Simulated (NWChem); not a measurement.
System: SiHBrF$_{2}$; SMILES F[SiH](F)Br

The following NWChem deck was run.

```
start job
memory heap 200 mb stack 900 mb global 1100 mb
geometry units angstroms noautoz
  Si     0.372181     0.928584     0.000000
  F     -0.299977     1.589383    -1.288111
  F     -0.299977     1.589383     1.288111
  Br    -0.034359    -1.241447     0.000000
  H      1.819240     1.181372     0.000000
end
basis spherical
  * library def2-svp
end
dft
  xc xpbe96 cpbe96
  iterations 150
  mulliken
end
task dft energy
```

Excerpt of the output:

```
             Northwest Computational Chemistry Package (NWChem) 7.3.0
             --------------------------------------------------------

 CS  symmetry detected

                             Geometry "geometry" -> ""
                             -------------------------

 Output coordinates in angstroms (scale by  1.889725989 to convert to a.u.)

  No.       Tag          Charge          X              Y              Z
 ---- ---------------- ---------- -------------- -------------- --------------
    1 Si                  14.0000     0.37802875    -0.93346936     0.00000000
    2 F                    9.0000    -0.28550399    -1.60292884    -1.28811100
    3 F                    9.0000    -0.28550399    -1.60292884     1.28811100
    4 Br                  35.0000    -0.05661642     1.23110748     0.00000000
    5 H                    1.0000     1.82824405    -1.16747171     0.00000000

 Effective nuclear repulsion energy (a.u.)     339.3398532096

      Symmetry information
      --------------------

 Group name             Cs
 Group number              2
 Group order               2
 No. of unique centers     4

  pbe96 is a nonlocal functional; adding pw91lda local functional.

                                 NWChem DFT Module
                                 -----------------

 Summary of "ao basis" -> "ao basis" (spherical)
 ------------------------------------------------------------------------------
       Tag                 Description            Shells   Functions and Types
 ---------------- ------------------------------  ------  ---------------------
 Si                         def2-svp                 8       18   4s3p1d
 F                          def2-svp                 6       14   3s2p1d
 Br                         def2-svp                12       32   5s4p3d
 H                          def2-svp                 3        5   2s1p

      Symmetry analysis of basis
      --------------------------

        a'         53
        a"         30

            General Information
            -------------------
          SCF calculation type: DFT
          Wavefunction type:  closed shell.
          No. of atoms     :     5
          No. of electrons :    68
           Alpha electrons :    34
            Beta electrons :    34
          Charge           :     0
          Spin multiplicity:     1
          Use of symmetry is: on ; symmetry adaption is: on
          Maximum number of iterations: 150
          AO basis - number of functions:    83
                     number of shells:    35
          Convergence on energy requested:  1.00D-06
          Convergence on density requested:  1.00D-05
          Convergence on gradient requested:  5.00D-04

              XC Information
              --------------
          PerdewBurkeErnzerhof Exchange Functional  1.000
            Perdew 1991 LDA Correlation Functional  1.000 local
           PerdewBurkeErnz. Correlation Functional  1.000 non-local

             Grid Information
             ----------------
          Grid used for XC integration:  medium
          Radial quadrature: Mura-Knowles
          Angular quadrature: Lebedev.
          Tag              B.-S. Rad. Rad. Pts. Rad. Cut. Ang. Pts.
          ---              ---------- --------- --------- ---------
          Si                  1.10       88           8.0       590
          F                   0.50       49           9.0       434
          Br                  1.15      112           9.0       590
          H                   0.35       45           9.0       434
          Grid pruning is: on
          Number of quadrature shells:   294
          Spatial weights used:  Erf1

      Superposition of Atomic Density Guess
      -------------------------------------

 Sum of atomic energies:       -3059.90865460

      Non-variational initial energy
      ------------------------------

 Total energy =   -3060.612365
 1-e energy   =   -4937.837486
 2-e energy   =    1537.885268
 HOMO         =      -0.398169
 LUMO         =       0.076907

      Symmetry analysis of molecular orbitals - initial
      -------------------------------------------------

  Numbering of irreducible representations:

     1 a'          2 a"

  Orbital symmetries:

     1 a'          2 a'          3 a'          4 a'          5 a'
     6 a"          7 a'          8 a"          9 a'         10 a'
    11 a'         12 a"         13 a'         14 a"         15 a'
    16 a'         17 a'         18 a'         19 a"         20 a'
    21 a"         22 a'         23 a"         24 a'         25 a'
    26 a"         27 a'         28 a'         29 a"         30 a"
    31 a'         32 a'         33 a"         34 a'         35 a'
    36 a"         37 a'         38 a'         39 a'         40 a'
    41 a'         42 a"         43 a'         44 a'

     ---------------------------------------------
      Total Density - Mulliken Population Analysis
     ---------------------------------------------

    Atom       Charge   Shell Charges
 -----------   ------   -------------------------------------------------------
    1 Si  14    12.43   2.00  1.99  0.82  0.15  5.93  0.77  0.47  0.29
    2 F    9     9.55   1.99  1.14  0.78  3.51  2.13  0.00
    3 F    9     9.55   1.99  1.14  0.78  3.51  2.13  0.00
    4 Br  35    35.38   2.00  2.00  2.00  1.36  0.58  6.00  5.99  2.37  3.07  8.23  1.73  0.06
    5 H    1     1.08   0.69  0.38  0.01

[...]
```

Level: PBE/def2-SVP. Coordinates come from a B3LYP/6-31G* (spherical d) optimisation.
